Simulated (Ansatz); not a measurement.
Coupled-cluster diagnostics for the cluster HgBr₂⁻ (the lowest doublet isomer of a short search), Ansatz.

Geometry of the doublet (r2SCAN-D4/def2-TZVPD):

Cartesian coordinates in Å:
```
Hg -0.356 0.027 -0.566
Br 2.140 1.092 -0.896
Br -1.784 -1.119 1.463
```

In the def2 sets Hg takes a core potential; there is no spin–orbit coupling. Correlated methods freeze 18 core orbitals; core or outer-core shells of Hg, Br are correlated, in sets that lack core-valence functions. The structure comes from a short search, and lower isomers may exist.

Geometry of the charge -1 quartet (r2SCAN-D4/def2-TZVPD):

```xyz
3

Hg    0.4550    0.2584   -0.4808
Br   -2.2386    1.1030   -1.0004
Br    1.7836   -1.3614    1.4812
```

**Question.** Estimate the CCSD(T) correlation energy, the shares of MP2 and (T), T1 and the reference's ⟨S²⟩ for: charge -1, doublet, own geometry in def2-SVPD; charge -1, quartet, own geometry in def2-SVPD; and the rough time on 4 threads of Arm Neoverse V1 on a shared host.

**Answer.** 
```tsv
state	basis	correlation (eV)	MP2 share (%)	(T) share (%)	T1	⟨S²⟩ (pure)	wall time	remarks
charge -1, doublet, own geometry	def2-SVPD	-23.163	100.0	2.5	0.018	0.77 (0.75)	21 s	–
charge -1, quartet, own geometry	def2-SVPD	-22.360	99.2	2.3	0.020	3.77 (3.75)	37 s	HOMO above zero
```
Customary marks for T1 are 0.02 (closed shells), 0.045 (open shells) and about 0.05 (3d metals). T1 stays under 0.02 throughout.
